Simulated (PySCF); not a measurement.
A structure optimised at B3LYP-D3(BJ)/def2-TZVPD, used in a PySCF frequency run:

```xyz
3

Mg     0.0000     0.0000    -0.8706
Cl     0.0000     2.0019     0.3073
Cl     0.0000    -2.0019     0.3073
```
Charge -1, spin multiplicity 2.

Q: Write its SMILES, formula and point group.

A: [Cl][Mg-][Cl], Cl₂Mg, C2v

Q: What are its rotational constants (standard atomic weights)?

A: 20.127, 1.7787, 1.6342 GHz
